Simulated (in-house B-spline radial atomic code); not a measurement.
Configurations of Hf8+, with energies counted from [Kr] 4d10 (4f5/2)6 (4f7/2)7 5s2 (5p1/2)2 (5p3/2)1. All numbers are computed (Dirac-Hartree-Fock, average of each configuration as written; Fermi nucleus of rms radius 5.347 fm) with a radial B-spline atomic code at the basis-set limit, not measured. Energies include first-order Breit, QED and recoil terms.

Occupations are held fixed; configurations that lie above the ionisation limit could autoionise.

| configuration | E - E(ref) (eV) | highest orbital | its <r> (bohr) |
| --- | --- | --- | --- |
| [Kr] 4d10 (4f5/2)5 (4f7/2)8 5s2 (5p1/2)2 (5p3/2)1 | 1.9551 | 5p3/2 | 1.224 |
| [Kr] 4d10 (4f5/2)6 (4f7/2)7 5s2 (5p1/2)1 (5p3/2)2 | 9.2511 | 5p3/2 | 1.223 |
| [Kr] 4d10 4f14 5s2 (5p1/2)1 (5p3/2)1 | 16.665 | 4f7/2 | 0.6344 |
| [Kr] 4d10 (4f5/2)6 (4f7/2)7 5s2 (5p1/2)2 (7g9/2)1 | 128.03 | 7g9/2 | 6.897 |
| [Kr] 4d10 (4f5/2)6 (4f7/2)7 5s2 (5p3/2)2 (8f5/2)1 | 149.17 | 8f5/2 | 7.767 |
| [Kr] (4d3/2)3 (4d5/2)6 (4f5/2)6 (4f7/2)7 5s2 (5p1/2)1 (5p3/2)2 (5g7/2)1 | 330.11 | 5g7/2 | 2.954 |

Order these further configurations by energy, lowest first.
A. [Kr] 4d10 (4f5/2)5 (4f7/2)8 5s2 (5p1/2)1 (5p3/2)2
B. [Kr] 4d10 (4f5/2)5 (4f7/2)8 5s2 (5p3/2)3
C. [Kr] 4d10 (4f5/2)6 (4f7/2)7 5s2 (5p1/2)2 (7f5/2)1
D. [Kr] (4d3/2)4 (4d5/2)5 (4f5/2)5 (4f7/2)8 5s2 (5p3/2)3 8s1
E. [Kr] (4d3/2)3 (4d5/2)6 (4f5/2)5 (4f7/2)8 5s2 (5p1/2)2 (5p3/2)1 7s1

A (10.91 eV), B (21.393 eV), C (121.25 eV), E (311 eV), D (341.25 eV).

How far above the reference does [Kr] 4d10 (4f5/2)5 (4f7/2)7 5s2 (5p1/2)2 (5p3/2)1 (9p1/2)1 lie?

128.83 eV; its least bound orbital is 9p1/2 with <r> = 7.59 bohr.

How far above the reference does [Kr] 4d10 (4f5/2)5 (4f7/2)8 5s2 (5p1/2)1 (5p3/2)1 (6g7/2)1 lie?

130.83 eV; its least bound orbital is 6g7/2 with <r> = 4.754 bohr.
